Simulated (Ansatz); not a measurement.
Job for Ansatz (an electronic-structure program): R-PBE/def2-TZVPP on GeH4O (SMILES [OH][GeH3]), a point of a torsion scan.

Ansatz 0.2 input:
```yaml
crystal:
  periodic: [false, false, false]
  atoms:
    - {symbol: O, position_ang: [1.17637012, -0.44531268, -0.36584342]}
    - {symbol: Ge, position_ang: [-0.44736013, 0.02897650, 0.02741714]}
    - {symbol: H, position_ang: [1.89866515, 0.04097407, 0.02347745]}
    - {symbol: H, position_ang: [-0.97842362, 0.86082841, -1.10065085]}
    - {symbol: H, position_ang: [-0.44469575, 0.80021407, 1.31450584]}
    - {symbol: H, position_ang: [-1.18647010, -1.26040916, 0.14417800]}
basis:
  gaussian:
    orbitals: def2-TZVPP
hamiltonian:
  xc: {name: PBE}
scf: {lower_state_search: off}
```

**Question.** Predict the final total energy.

**Answer.** -2154.2645 hartree.
